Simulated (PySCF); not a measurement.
## Electron correlation in Sb⁴⁴⁺ (antimony, charge +44)

[He] 2s2 2p3, high-spin 4S determinant. All numbers are calculated (PySCF 2.14, scalar relativity by spin-free X2C-1e, in an uncontracted even-tempered set (19 s from 21 bohr⁻², ratio 2.2; 12 p from 27 bohr⁻², ratio 2.2; 6 d from 100 bohr⁻², ratio 2.4; 5 f from 150 bohr⁻², ratio 2.4; 4 g from 230 bohr⁻², ratio 2.4)). Frozen: nothing; 7 electrons correlated; the 14 highest virtual orbitals of each spin left out.

MP2 pair energies summed by pair of shells (mhartree):

```json
{"pair": "2s-2p", "energy": "-97.23", "share (%)": "41.9"}
{"pair": "1s-1s", "energy": "-47.66", "share (%)": "20.5"}
{"pair": "2p-2p", "energy": "-30.17", "share (%)": "13.0"}
{"pair": "1s-2p", "energy": "-28.51", "share (%)": "12.3"}
{"pair": "2s-2s", "energy": "-14.59", "share (%)": "6.3"}
{"pair": "1s-2s", "energy": "-14.12", "share (%)": "6.1"}
```

Total MP2 correlation energy: -232.28 mhartree.

At this charge the one-electron X2C treatment keeps the bare 1/r₁₂, with no two-electron picture change or Breit term. That inflates the 1s pair energies well beyond their four-component values; and a scalar Hamiltonian misses the large spin-orbit splitting of the p shells, which matters for ns² → np² pairs.

Spin-orbit coupling is strong in this species, so the high-spin LS determinant is a model state.
